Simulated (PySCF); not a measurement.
Molecule: CH6BO3, net charge 1, singlet state. It need not be the lowest isomer of its formula. SMILES: COB(O)[OH2+]
Structure (B3LYP-D3(BJ)/def2-TZVP (Ansatz) minimum search):
```xyz
11

C     -2.0193    -0.2165    -0.3495
O     -0.6152    -0.5840    -0.3873
B      0.3735     0.1220     0.1101
O      0.5815     1.2659     0.7523
O      1.6847    -0.5708    -0.1131
H     -2.3821    -0.2885     0.6738
H     -2.1493     0.7908    -0.7422
H     -2.5403    -0.9287    -0.9802
H     -0.1596     1.8366     0.9851
H      1.7411    -1.4197    -0.5829
H      2.5307    -0.1900     0.1773
```
Charge +1, spin multiplicity 1.

Dispersion corrections to the total energy (kcal/mol) from the dftd3 and dftd4 libraries through PySCF: D3(BJ) without and D4 with the three-body term, each with the damping fitted for the functional named.

```json
[
 {"functional": "B3LYP", "D3(BJ)": "-6.23", "D4": "-5.11"},
 {"functional": "TPSS", "D3(BJ)": "-4.61", "D4": "-4.35"},
 {"functional": "HSE06", "D3(BJ)": "(withheld)", "D4": "-2.47"},
 {"functional": "PW6B95", "D3(BJ)": "-1.69", "D4": "(withheld)"},
 {"functional": "CAM-B3LYP", "D3(BJ)": "-2.72", "D4": "-2.66"},
 {"functional": "TPSSh", "D3(BJ)": "(withheld)", "D4": "-3.96"},
 {"functional": "PBE", "D3(BJ)": "-3.74", "D4": "-3.21"}
]
```

Q: Fill in the missing entries.

A: 
- HSE06, D3(BJ): -2.28
- PW6B95, D4: -2.78
- TPSSh, D3(BJ): -4.20
